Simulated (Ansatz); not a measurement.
Ansatz (a first-principles code) input (B3LYP-D3(BJ)/def2-TZVP):

Ansatz 0.2 input:
```yaml
crystal:
  periodic: [false, false, false]
  atoms:
    - {symbol: C, position_ang: [-1.04362215, 0.14891845, -0.14969924]}
    - {symbol: S, position_ang: [0.55418527, -0.01630678, 0.03077809]}
    - {symbol: H, position_ang: [-1.39596080, 0.95534934, -0.78706621]}
    - {symbol: H, position_ang: [-1.76903875, -0.49975121, 0.32998966]}
    - {symbol: H, position_ang: [0.55976817, -1.08820041, 0.86282249]}
basis:
  gaussian:
    orbitals: def2-TZVP
hamiltonian:
  xc: b3lyp
  dispersion: d3bj
total_charge: 1
phonons: {temperatures: {t_min: 298.15, t_max: 298.15, t_step: 100}}
```

Output:

```
Functional definition: B3LYP
integrals: 0.02 GiB planned
583 factors; their error is unknown
mean field: 0.19 GiB planned
mean field evaluation 1: about -11903.1895 eV, gradient 6.6e1 eV
mean field evaluation 2: about -11890.3733 eV, gradient 8.6e1 eV
mean field evaluation 4: about -11913.4166 eV, gradient 5.5e0 eV
mean field evaluation 8: about -11913.4915 eV, gradient 2.9e-1 eV
mean field evaluation 16: about -11913.4916 eV, gradient 1.5e-5 eV
mean field -11913.49162791 eV, -437.8127420711 hartree, gradient 1.5e-5 eV, S^2 0.000000; 0 other end points of the search recorded, 0 dependent functions left out
the calculation of the forces begins
reference -11913.49182005 eV, -437.8127491320 hartree; 12, 12 occupied and 74, 74 virtual orbitals, 583 factors
these checks for a lower state are left out or cut short: stability, starts, cluster_reference, orbital_swaps, neighbouring_geometries, increment
integrals: 0.02 GiB planned
583 factors; their error is unknown
mean field: 0.19 GiB planned
mean field -11913.49143825 eV, -437.8127351011 hartree, gradient 2.0e-6 eV, S^2 0.000000; 0 other end points of the search recorded, 0 dependent functions left out
the calculation of the forces begins
reference -11913.49163038 eV, -437.8127421616 hartree; 12, 12 occupied and 74, 74 virtual orbitals, 583 factors
these checks for a lower state are left out or cut short: stability, starts, cluster_reference, orbital_swaps, neighbouring_geometries, increment
integrals: 0.02 GiB planned
583 factors; their error is unknown
mean field: 0.19 GiB planned
mean field evaluation 32: about -11913.4914 eV, gradient 1.9e-6 eV
mean field -11913.49143879 eV, -437.8127351209 hartree, gradient 1.9e-6 eV, S^2 0.000000; 0 other end points of the search recorded, 0 dependent functions left out
the calculation of the forces begins
reference -11913.49163093 eV, -437.8127421821 hartree; 12, 12 occupied and 74, 74 virtual orbitals, 583 factors
these checks for a lower state are left out or cut short: stability, starts, cluster_reference, orbital_swaps, neighbouring_geometries, increment
integrals: 0.02 GiB planned
583 factors; their error is unknown
mean field: 0.19 GiB planned
mean field -11913.49150907 eV, -437.8127377036 hartree, gradient 1.9e-6 eV, S^2 0.000000; 0 other end points of the search recorded, 0 dependent functions left out
the calculation of the forces begins
reference -11913.49170122 eV, -437.8127447653 hartree; 12, 12 occupied and 74, 74 virtual orbitals, 583 factors
these checks for a lower state are left out or cut short: stability, starts, cluster_reference, orbital_swaps, neighbouring_geometries, increment
integrals: 0.02 GiB planned
583 factors; their error is unknown
mean field: 0.19 GiB planned
mean field -11913.49151986 eV, -437.8127381002 hartree, gradient 2.0e-6 eV, S^2 0.000000; 0 other end points of the search recorded, 0 dependent functions left out
the calculation of the forces begins
reference -11913.49171197 eV, -437.8127451603 hartree; 12, 12 occupied and 74, 74 virtual orbitals, 583 factors
these checks for a lower state are left out or cut short: stability, starts, cluster_reference, orbital_swaps, neighbouring_geometries, increment
integrals: 0.02 GiB planned
583 factors; their error is unknown
mean field: 0.19 GiB planned
mean field -11913.49153004 eV, -437.8127384744 hartree, gradient 2.0e-6 eV, S^2 0.000000; 0 other end points of the search recorded, 0 dependent functions left out
the calculation of the forces begins
reference -11913.49172221 eV, -437.8127455363 hartree; 12, 12 occupied and 74, 74 virtual orbitals, 583 factors
these checks for a lower state are left out or cut short: stability, starts, cluster_reference, orbital_swaps, neighbouring_geometries, increment
integrals: 0.02 GiB planned
583 factors; their error is unknown
mean field: 0.19 GiB planned
mean field -11913.49153252 eV, -437.8127385654 hartree, gradient 2.0e-6 eV, S^2 0.000000; 0 other end points of the search recorded, 0 dependent functions left out
the calculation of the forces begins
reference -11913.49172462 eV, -437.8127456252 hartree; 12, 12 occupied and 74, 74 virtual orbitals, 583 factors
these checks for a lower state are left out or cut short: stability, starts, cluster_reference, orbital_swaps, neighbouring_geometries, increment
integrals: 0.02 GiB planned
583 factors; their error is unknown
mean field: 0.19 GiB planned
mean field evaluation 64: about -11913.4834 eV, gradient 2.1e-4 eV
mean field -11913.49157285 eV, -437.8127400477 hartree, gradient 2.0e-6 eV, S^2 0.000000; 0 other end points of the search recorded, 0 dependent functions left out
the calculation of the forces begins
reference -11913.49176502 eV, -437.8127471096 hartree; 12, 12 occupied and 74, 74 virtual orbitals, 583 factors
these checks for a lower state are left out or cut short: stability, starts, cluster_reference, orbital_swaps, neighbouring_geometries, increment
integrals: 0.02 GiB planned
583 factors; their error is unknown
mean field: 0.19 GiB planned
mean field -11913.49155095 eV, -437.8127392427 hartree, gradient 2.0e-6 eV, S^2 0.000000; 0 other end points of the search recorded, 0 dependent functions left out
the calculation of the forces begins
reference -11913.49174306 eV, -437.8127463026 hartree; 12, 12 occupied and 74, 74 virtual orbitals, 583 factors
these checks for a lower state are left out or cut short: stability, starts, cluster_reference, orbital_swaps, neighbouring_geometries, increment
integrals: 0.02 GiB planned
583 factors; their error is unknown
mean field: 0.19 GiB planned
mean field -11913.49154071 eV, -437.8127388664 hartree, gradient 2.0e-6 eV, S^2 0.000000; 0 other end points of the search recorded, 0 dependent functions left out
the calculation of the forces begins
reference -11913.49173288 eV, -437.8127459285 hartree; 12, 12 occupied and 74, 74 virtual orbitals, 583 factors
these checks for a lower state are left out or cut short: stability, starts, cluster_reference, orbital_swaps, neighbouring_geometries, increment
integrals: 0.02 GiB planned
583 factors; their error is unknown
mean field: 0.19 GiB planned
mean field -11913.49151833 eV, -437.8127380441 hartree, gradient 1.9e-6 eV, S^2 0.000000; 0 other end points of the search recorded, 0 dependent functions left out
the calculation of the forces begins
reference -11913.49171044 eV, -437.8127451038 hartree; 12, 12 occupied and 74, 74 virtual orbitals, 583 factors
these checks for a lower state are left out or cut short: stability, starts, cluster_reference, orbital_swaps, neighbouring_geometries, increment
integrals: 0.02 GiB planned
583 factors; their error is unknown
mean field: 0.19 GiB planned
mean field evaluation 96: about -11913.4916 eV, gradient 1.1e-4 eV
mean field -11913.49160539 eV, -437.8127412434 hartree, gradient 2.0e-6 eV, S^2 0.000000; 0 other end points of the search recorded, 0 dependent functions left out
the calculation of the forces begins
reference -11913.49179750 eV, -437.8127483035 hartree; 12, 12 occupied and 74, 74 virtual orbitals, 583 factors
these checks for a lower state are left out or cut short: stability, starts, cluster_reference, orbital_swaps, neighbouring_geometries, increment
integrals: 0.02 GiB planned
583 factors; their error is unknown
mean field: 0.19 GiB planned
mean field -11913.49161760 eV, -437.8127416922 hartree, gradient 2.0e-6 eV, S^2 0.000000; 0 other end points of the search recorded, 0 dependent functions left out
the calculation of the forces begins
reference -11913.49180976 eV, -437.8127487538 hartree; 12, 12 occupied and 74, 74 virtual orbitals, 583 factors
these checks for a lower state are left out or cut short: stability, starts, cluster_reference, orbital_swaps, neighbouring_geometries, increment
integrals: 0.02 GiB planned
583 factors; their error is unknown
mean field: 0.19 GiB planned
mean field -11913.49156005 eV, -437.8127395774 hartree, gradient 1.9e-6 eV, S^2 0.000000; 0 other end points of the search recorded, 0 dependent functions left out
the calculation of the forces begins
reference -11913.49175217 eV, -437.8127466376 hartree; 12, 12 occupied and 74, 74 virtual orbitals, 583 factors
these checks for a lower state are left out or cut short: stability, starts, cluster_reference, orbital_swaps, neighbouring_geometries, increment
integrals: 0.02 GiB planned
583 factors; their error is unknown
mean field: 0.19 GiB planned
mean field -11913.49155976 eV, -437.8127395666 hartree, gradient 2.0e-6 eV, S^2 0.000000; 0 other end points of the search recorded, 0 dependent functions left out
the calculation of the forces begins
reference -11913.49175191 eV, -437.8127466281 hartree; 12, 12 occupied and 74, 74 virtual orbitals, 583 factors
these checks for a lower state are left out or cut short: stability, starts, cluster_reference, orbital_swaps, neighbouring_geometries, increment
integrals: 0.02 GiB planned
583 factors; their error is unknown
mean field: 0.19 GiB planned
mean field evaluation 128: about -11913.4916 eV, gradient 1.1e-6 eV
mean field -11913.49158943 eV, -437.8127406570 hartree, gradient 2.0e-6 eV, S^2 0.000000; 0 other end points of the search recorded, 0 dependent functions left out
the calculation of the forces begins
reference -11913.49178154 eV, -437.8127477167 hartree; 12, 12 occupied and 74, 74 virtual orbitals, 583 factors
these checks for a lower state are left out or cut short: stability, starts, cluster_reference, orbital_swaps, neighbouring_geometries, increment
integrals: 0.02 GiB planned
583 factors; their error is unknown
mean field: 0.19 GiB planned
mean field -11913.49160370 eV, -437.8127411815 hartree, gradient 2.0e-6 eV, S^2 0.000000; 0 other end points of the search recorded, 0 dependent functions left out
the calculation of the forces begins
reference -11913.49179587 eV, -437.8127482435 hartree; 12, 12 occupied and 74, 74 virtual orbitals, 583 factors
these checks for a lower state are left out or cut short: stability, starts, cluster_reference, orbital_swaps, neighbouring_geometries, increment
integrals: 0.02 GiB planned
583 factors; their error is unknown
mean field: 0.19 GiB planned
mean field -11913.49154256 eV, -437.8127389346 hartree, gradient 2.0e-6 eV, S^2 0.000000; 0 other end points of the search recorded, 0 dependent functions left out
the calculation of the forces begins
reference -11913.49173466 eV, -437.8127459942 hartree; 12, 12 occupied and 74, 74 virtual orbitals, 583 factors
these checks for a lower state are left out or cut short: stability, starts, cluster_reference, orbital_swaps, neighbouring_geometries, increment
integrals: 0.02 GiB planned
583 factors; their error is unknown
mean field: 0.19 GiB planned
mean field -11913.49156224 eV, -437.8127396578 hartree, gradient 2.0e-6 eV, S^2 0.000000; 0 other end points of the search recorded, 0 dependent functions left out
the calculation of the forces begins
reference -11913.49175441 eV, -437.8127467200 hartree; 12, 12 occupied and 74, 74 virtual orbitals, 583 factors
these checks for a lower state are left out or cut short: stability, starts, cluster_reference, orbital_swaps, neighbouring_geometries, increment
integrals: 0.02 GiB planned
583 factors; their error is unknown
mean field: 0.19 GiB planned
mean field -11913.49162791 eV, -437.8127420712 hartree, gradient 2.0e-6 eV, S^2 0.000000; 0 other end points of the search recorded, 0 dependent functions left out
the calculation of the forces begins
reference -11913.49182005 eV, -437.8127491322 hartree; 12, 12 occupied and 74, 74 virtual orbitals, 583 factors
these checks for a lower state are left out or cut short: stability, starts, cluster_reference, orbital_swaps, neighbouring_geometries, increment
integrals: 0.02 GiB planned
583 factors; their error is unknown
mean field: 0.19 GiB planned
mean field evaluation 160: about -11913.4833 eV, gradient 2.8e-1 eV
mean field -11913.49161255 eV, -437.8127415067 hartree, gradient 2.0e-6 eV, S^2 0.000000; 0 other end points of the search recorded, 0 dependent functions left out
the calculation of the forces begins
reference -11913.49180469 eV, -437.8127485675 hartree; 12, 12 occupied and 74, 74 virtual orbitals, 583 factors
Total energy: -11913.61333944 eV, -437.8172148872 hartree
Atom 0 at    -1.043622     0.148918    -0.149699 Å, force    -0.000584    -0.001162     0.000883 eV/Å
Atom 1 at     0.554185    -0.016307     0.030778 Å, force    -0.000363     0.000235    -0.000194 eV/Å
Atom 2 at    -1.395961     0.955349    -0.787066 Å, force    -0.000107     0.000964    -0.000752 eV/Å
Atom 3 at    -1.769039    -0.499751     0.329990 Å, force     0.000554     0.000422    -0.000309 eV/Å
Atom 4 at     0.559768    -1.088200     0.862822 Å, force     0.000500    -0.000458     0.000372 eV/Å
Dipole moment:    -0.311039    -0.128811     0.089795 e Å
Vibrations: 842.38 871.29 1038.97 1065.89 1122.36 1463.67 2593.63 3126.52 3242.50 cm⁻¹, zero-point energy 0.952645 eV
```

It need not be the lowest isomer of its formula.
